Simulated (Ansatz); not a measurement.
Saddle point of GeH₄Cl, doublet (GeH₃Cl ([Cl][GeH3]) + H → GeH₃ + HCl; bonds formed: Cl1–H3; bonds broken: Cl1–Ge2), PBE0-D4/def2-TZVP structure:

```json
{"atom": "Cl1", "x (Å)": "-0.9454", "y (Å)": "-1.1710", "z (Å)": "0.0048"}
{"atom": "Ge2", "x (Å)": "0.5164", "y (Å)": "0.6397", "z (Å)": "-0.0029"}
{"atom": "H3", "x (Å)": "-1.9564", "y (Å)": "-2.4229", "z (Å)": "0.0109"}
{"atom": "H4", "x (Å)": "0.7743", "y (Å)": "0.9958", "z (Å)": "-1.4719"}
{"atom": "H5", "x (Å)": "-0.1834", "y (Å)": "1.7777", "z (Å)": "0.7497"}
{"atom": "H6", "x (Å)": "1.7946", "y (Å)": "0.1809", "z (Å)": "0.7093"}
```

Energies are electronic, without zero-point energy. Barriers and step energies count from the start structure reached by relaxing down the imaginary mode; all methods use the PBE0-D4 structures, on which another method's saddle can fall below an end. Computed with Ansatz 0.2.0 (basis: def2-TZVPP, with def2-QZVPP for the basis limit); correlated methods freeze the cores; orbitals are unrestricted. Filled d shells of the heavier atoms are correlated. The def2 sets are not built for correlating such inner shells, so the correlated values are less sure here. B3LYP uses VWN-RPA correlation. Extrapolation: Hartree–Fock as exp(−7.88 √X), correlation as X^−2.97.

```
      method  barrier (kcal/mol)  step energy (kcal/mol)
       SPW92               -1.59                   -8.39
      PBE-D4                4.73                   -7.50
     BLYP-D4                3.70                  -10.36
   r2SCAN-D4                5.80                   -8.35
      B97M-V                   ?                   -6.49
     PBE0-D4                9.09                   -6.76
    B3LYP-D4                7.00                   -9.83
  r2SCAN0-D4                8.36                   -8.35
    BHLYP-D4               12.19                   -8.09
CAM-B3LYP-D4               10.11                   -9.00
     wB97X-V               14.65                   -5.58
     wB97M-V               13.06                   -7.99
      B2PLYP               11.06                   -8.05
    PBE-QIDH               14.28                   -5.18
  RPA on PBE               13.24                   -9.06
          HF                   ?                   -2.64
         MP2                   ?                   -3.81
        CCSD               15.13                   -8.84
     CCSD(T)               14.00                   -8.04
```

Fill in the withheld barriers. (An estimate is asked for; the value comes from the calculation.)

Computed: HF 27.14; B97M-V 9.95; MP2 17.99 kcal/mol. Each is the energy of the saddle less that of the start structure, by the same method.

For comparison, the barrier by CCSD(T) at an estimated basis limit (MP2 extrapolated from triple and quadruple zeta, plus CCSD(T) − MP2 in triple zeta) is 13.00 kcal/mol.

T1 diagnostic: at most 0.017. ⟨S²⟩ of the unrestricted Hartree–Fock references: 0.75 to 0.80 (a pure state has 0.75). The end structure is not quite a true minimum (one mode of 41i cm⁻¹).

Radical steps of this kind take place in plasma deposition and etching.

Labels in which every atom is bracketed show which atoms are joined, not bond orders.

For scale, one of the runs: CCSD(T)/def2-TZVPP, 146 basis functions (an equivalent command: `ansatz run in.yaml --threads 4`). Hardware: 4 CPU threads, shared host. Wall time 34 s; peak host memory 2 GiB.
